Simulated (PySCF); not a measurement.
InCl⁺: one state, many levels of theory

State: ²Σ⁺ (doublet), unpaired electrons σ ↑. Set-up: basis In def2-TZVPPD with ECP28, Cl def2-TZVPPD; scalar-relativistic core potentials; PySCF 2.14. De refers to In⁺ + Cl in their high-spin ground configurations, without counterpoise correction. The functionals are run spin-unrestricted. A positive dipole points towards Cl; it is taken about the centre of mass and depends on that origin.

```json
{"Level": "UHF", "Re (Å)": "2.280", "ωe (cm⁻¹)": "367", "De (eV)": "0.188", "μ (D)": "-3.67", "CPU s a point (SCF and correlation, without the integrals)": "2.5"}
{"Level": "UHF-MP2", "Re (Å)": "2.272", "ωe (cm⁻¹)": "373", "De (eV)": "0.60", "μ (D)": "n/a", "CPU s a point (SCF and correlation, without the integrals)": "4.2"}
{"Level": "UHF-SCS-MP2", "Re (Å)": "2.285", "ωe (cm⁻¹)": "360", "De (eV)": "0.409", "μ (D)": "n/a", "CPU s a point (SCF and correlation, without the integrals)": "n/a"}
{"Level": "UHF-CCSD", "Re (Å)": "2.297", "ωe (cm⁻¹)": "335", "De (eV)": "0.446", "μ (D)": "n/a", "CPU s a point (SCF and correlation, without the integrals)": "n/a"}
{"Level": "UHF-CCSD(T)", "Re (Å)": "2.299", "ωe (cm⁻¹)": "341", "De (eV)": "0.56", "μ (D)": "n/a", "CPU s a point (SCF and correlation, without the integrals)": "140"}
{"Level": "LDA", "Re (Å)": "2.283", "ωe (cm⁻¹)": "345", "De (eV)": "1.27", "μ (D)": "-2.31", "CPU s a point (SCF and correlation, without the integrals)": "1.2"}
{"Level": "PBE", "Re (Å)": "2.332", "ωe (cm⁻¹)": "311", "De (eV)": "0.83", "μ (D)": "-2.55", "CPU s a point (SCF and correlation, without the integrals)": "1.7"}
{"Level": "PBEsol", "Re (Å)": "2.299", "ωe (cm⁻¹)": "336", "De (eV)": "1.06", "μ (D)": "-2.46", "CPU s a point (SCF and correlation, without the integrals)": "1.1"}
{"Level": "BP86", "Re (Å)": "2.337", "ωe (cm⁻¹)": "307", "De (eV)": "0.77", "μ (D)": "-2.52", "CPU s a point (SCF and correlation, without the integrals)": "1.1"}
{"Level": "r²SCAN", "Re (Å)": "2.291", "ωe (cm⁻¹)": "349", "De (eV)": "0.93", "μ (D)": "-2.72", "CPU s a point (SCF and correlation, without the integrals)": "2"}
{"Level": "PBE0", "Re (Å)": "2.298", "ωe (cm⁻¹)": "337", "De (eV)": "0.77", "μ (D)": "-2.85", "CPU s a point (SCF and correlation, without the integrals)": "4.5"}
{"Level": "r²SCAN0", "Re (Å)": "2.276", "ωe (cm⁻¹)": "360", "De (eV)": "0.83", "μ (D)": "-2.94", "CPU s a point (SCF and correlation, without the integrals)": "3.4"}
{"Level": "BHandHLYP", "Re (Å)": "2.310", "ωe (cm⁻¹)": "319", "De (eV)": "0.476", "μ (D)": "-3.06", "CPU s a point (SCF and correlation, without the integrals)": "2.5"}
{"Level": "ωB97X", "Re (Å)": "2.304", "ωe (cm⁻¹)": "317", "De (eV)": "0.55", "μ (D)": "-2.92", "CPU s a point (SCF and correlation, without the integrals)": "5"}
```

The bond length runs from 2.272 Å (UHF-MP2) to 2.337 Å (BP86). De spans 0.19 eV (UHF, mean field) to 1.27 eV (LDA, local density). Correlation at CCSD(T) changes the Hartree–Fock bond energy by +0.37 eV; the triples alone change it by +0.11 eV.

Correlated steps freeze 9 core orbitals. Spin–orbit coupling is left out, which matters for elements this heavy, above all for dissociation energies. For an ion De counts to the pair picked by the measured ionisation energies or electron affinities, which need not be the lowest pair at this level. The state is the lowest determinant that a PBE0 search found; another state may lie lower at other levels.

The whole job (state search and all levels along the bond) took about 14 min on 2 threads of Intel Xeon Platinum 8259CL @ 2.50GHz (shared host), peak memory 5.4 GiB.
